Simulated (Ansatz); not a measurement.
Species: SnHCl, charge 0, singlet. SnHCl (SMILES [Cl][SnH]).
B3LYP-D3(BJ)/def2-TZVP minimum from Ansatz (a first-principles code):
```
Sn
H 1 1.7866
Cl 1 2.3960 2 93.43
```
Charge 0, spin multiplicity 1.

Property: atomisation energy (electronic, to ground-state atoms), in kJ/mol. Radicals and triplets start from unrestricted determinants; spin-orbit coupling is neglected. Correlated methods leave the cores frozen (noble-gas shells, and filled d and f shells in the p block). Past Kr the def2 sets carry scalar-relativistic core potentials. CBS(X,Y): correlation extrapolated as X^-3, Hartree-Fock from the larger set. A bracket is a step between two methods taken in the basis named. Where a partner has so few electrons that a lower coupled-cluster level is exact, that level stands in. Spin-orbit terms, left out, reach several kcal/mol for Br and I, and more for heavier atoms.

CCSD(T)/CBS(def2-TZVPP,def2-QZVPP) + [CCSDT(Q) - CCSD(T)]/def2-QZVPP + [CCSDTQ - CCSDT(Q)]/def2-SVP (Ansatz) gives 655.6 kJ/mol.

What does PBE/def2-TZVPD (Ansatz) give here, and how do the other levels compare?

PBE gives 659.3 kJ/mol, 3.7 kJ/mol above it. Differences of the others: r2SCAN/def2-TZVPD (Ansatz) -1.1; B3LYP/def2-TZVPD (Ansatz) -9.5; PBE0/def2-TZVPD (Ansatz) -14.4; wB97M-V/def2-TZVPD (Ansatz) -1.5; CCSD(T)/CBS(def2-TZVPP,def2-QZVPP) (Ansatz) -0.4 kJ/mol.
